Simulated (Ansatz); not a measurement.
Molecule: 1,1-bis(methylselanyl)ethane, C₄H₁₀Se₂, net charge 0, singlet state. 
Coordinates optimised at B3LYP-D3(BJ)/def2-TZVP (Ansatz, a first-principles code):
```
C
H 1 1.0890
C 1 1.5176 2 111.30
H 3 1.0905 1 110.98 2 -177.35
H 3 1.0912 4 107.78 1 121.20
H 3 1.0926 4 108.66 5 117.01
Se 1 1.9691 2 107.16 3 -119.73
C 7 1.9602 1 97.60 2 -44.01
H 8 1.0868 7 109.37 1 -56.14
H 8 1.0876 9 110.77 7 -121.52
H 8 1.0878 9 110.08 10 -121.56
Se 1 1.9786 2 106.92 3 123.75
C 12 1.9666 1 97.69 2 -47.86
H 13 1.0873 12 110.86 1 -65.16
H 13 1.0881 14 110.56 5 -83.06
H 13 1.0882 14 109.35 15 -120.45
```

Quantity: atomisation energy (electronic, to ground-state atoms), in kcal/mol. Correlated levels leave the core frozen unless marked. UHF or UKS for open shells. No spin-orbit coupling. The frozen core is the preceding noble-gas configuration, with the filled d and f shells of earlier blocks. Non-relativistic. The coupled-cluster limit lacks core correlation, which all-electron functionals hold. CBS(X,Y): correlation extrapolated as X^-3; Hartree-Fock from the larger set.

```
level                                program  atomisation energy (kcal/mol)  minus last row
----------------------------  --------------  -----------------------------  --------------
HF/aug-cc-pVTZ                        Ansatz                         1006.4          -372.2
PBE/def2-TZVPD                        Ansatz                         1398.2            19.6
PBE-D3(BJ)/def2-TZVPD         Ansatz + dftd3                         1408.5            29.9
r2SCAN-D3(BJ)/def2-TZVPD      Ansatz + dftd3                         1384.3             5.7
r2SCAN-D4/def2-TZVPD          Ansatz + dftd4                         1383.8             5.2
B97M-V/def2-TZVPD                     Ansatz                         1378.1            -0.5
B3LYP-D3(BJ)/def2-TZVPD       Ansatz + dftd3                         1382.1             3.5
PBE0-D3(BJ)/def2-TZVP         Ansatz + dftd3                         1388.7            10.1
PBE0-D3(BJ)/def2-TZVPD        Ansatz + dftd3                         1389.0            10.4
r2SCANh-D4/def2-TZVPD         Ansatz + dftd4                         1377.3            -1.3
CAM-B3LYP-D4/def2-TZVPD       Ansatz + dftd4                         1379.8             1.2
LC-wPBE/def2-TZVPD                    Ansatz                         1366.4           -12.2
B2GP-PLYP/def2-TZVPD                  Ansatz                         1354.7           -23.9
B2PLYP-D4/def2-TZVPD          Ansatz + dftd4                         1364.3           -14.3
MP2/cc-pVDZ                           Ansatz                         1284.7           -93.9
MP2/cc-pVTZ                           Ansatz                         1356.7           -21.9
MP2/CBS(cc-pVTZ,cc-pVQZ)              Ansatz                         1392.6            14.0
SCS-MP2/aug-cc-pVTZ                   Ansatz                         1362.7           -15.9
CCSD/cc-pVTZ                          Ansatz                         1323.7           -54.9
CCSD(T)/cc-pVDZ                       Ansatz                         1274.6          -104.0
CCSD(T)/CBS(cc-pVTZ,cc-pVQZ)          Ansatz                         1378.6             0.0
```
